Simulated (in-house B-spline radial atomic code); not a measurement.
Configurations of K3+, with energies counted from [Ne] 3s2 3p4. All numbers are computed (scalar-relativistic (X2C) B3LYP, spin-polarised, spherical fractional occupations; Fermi nucleus of rms radius 3.4349 fm) with an all-electron radial atomic-structure program (B-spline basis), not measured. Shells without spins written out take the highest spin.

Caution: exact exchange at fractional occupations of open shells leaves self-interaction of up to several eV.

Occupations are held fixed; configurations that lie above the ionisation limit could autoionise.

| configuration | E - E(ref) (eV) | highest orbital | its <r> (bohr) |
| --- | --- | --- | --- |
| [Ne] 3s2 3p3 4s1 | 29.916 | 4s up | 2.832 |
| [Ne] 3s2 3p(3 up, 0 down) 4d(1 up, 0 down) | 41.985 | 4d up | 3.883 |
| [Ne] 3s1 3p4 4s1 | 48.881 | 4s up | 2.825 |
| [Ne] 3s1 3p4 4p1 | 54.175 | 4p up | 3.158 |
| [Ne] 3s1 3p4 4f1 | 64.995 | 4f up | 4.209 |
| [He] 2s2 2p(2 up, 3 down) 3s2 3p(1 up, 3 down) 3d(1 up, 0 down) | 313.32 | 3d up | 1.462 |
| [He] 2s2 2p5 3s2 3p4 4s1 | 320.57 | 4s up | 2.763 |

Question: Order these further configurations by energy, lowest first.
A. [Ne] 3s2 3p(2 up, 2 down)
B. [He] 2s2 2p5 3s2 3p4 4p1
C. [Ne] 3s1 3p4 3d1
D. [He] 2s2 2p5 3s2 3p5
E. [He] 2s2 2p5 3s2 3p4 3d1

Answer: A (2.568 eV), C (40.537 eV), D (285.36 eV), E (310.56 eV), B (325.9 eV).

Question: How far above the reference does [Ne] 3s(0 up, 1 down) 3p(2 up, 2 down) 3d(0 up, 1 down) lie?

Answer: 46.272 eV; its least bound orbital is 3d down with <r> = 1.529 bohr.

Question: How far above the reference does [He] 2s2 2p(2 up, 3 down) 3s2 3p(1 up, 3 down) 4d(0 up, 1 down) lie?

Answer: 332.84 eV; its least bound orbital is 4d down with <r> = 3.723 bohr.

Question: How far above the reference does [Ne] 3s1 3p4 4d1 lie?

Answer: 60.98 eV; its least bound orbital is 4d up with <r> = 3.861 bohr.
